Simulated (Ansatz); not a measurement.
Consider the redistribution: `CC(=O)[O][GeH3]` + `CB[SiH](O)[SiH3]` → `O[SiH]([SiH3])[GeH3]` + `CBOC(C)=O`.

Computed with Ansatz on PBE0-D4/def2-TZVP structures; ΔE is electronic, products minus reactants. CCSD(T)/CBS is the MP2 limit (def2-TZVPP, def2-QZVPP) plus CCSD(T) − MP2 in def2-TZVPP, frozen cores. Functionals use def2-TZVPP. B3LYP here is the variant with VWN-RPA as its local correlation; programs differ in this. For Ge outer-core shells are correlated without core-valence functions, which leaves a few kJ/mol of doubt a bond. Scalar relativity is left out up to krypton. Each species was taken in one conformer, which may not be the lowest.

| level | ΔE (kcal/mol) | difference from CCSD(T)/CBS |
| --- | --- | --- |
| PBE-D4 | -27.2 | 0.8 |
| r2SCAN-D4 | -27.2 | 0.8 |
| PBE0-D4 | -28.0 | 0.0 |
| B3LYP-D4 | -28.0 | 0.0 |
| ωB97X-V | -26.8 | 1.2 |
| ωB97M-V | -27.9 | 0.1 |
| B2PLYP | -27.9 | 0.1 |
| PBE | -27.6 | 0.4 |
| r2SCAN | -27.4 | 0.6 |
| PBE0 | -28.3 | -0.3 |
| B3LYP | -28.7 | -0.7 |
| HF/def2-TZVPP | -27.9 | 0.1 |
| MP2/def2-TZVPP | -27.2 | 0.8 |
| SCS-MP2/def2-TZVPP | -26.6 | 1.4 |
| CCSD/def2-TZVPP | -27.5 | 0.5 |
| CCSD(T)/def2-TZVPP | -27.2 | 0.8 |
| HF/def2-QZVPP | -27.8 | 0.2 |
| MP2/def2-QZVPP | -27.7 | 0.3 |
| SCS-MP2/def2-QZVPP | -27.0 | 1.0 |
| HF/CBS(def2) | -27.8 | 0.2 |
| MP2/CBS(def2) | -28.1 | -0.1 |
| CCSD/CBS(def2) | -28.4 | -0.4 |
| CCSD(T)/CBS | -28.0 | 0 |

Largest T1 diagnostic among the species: 0.014.
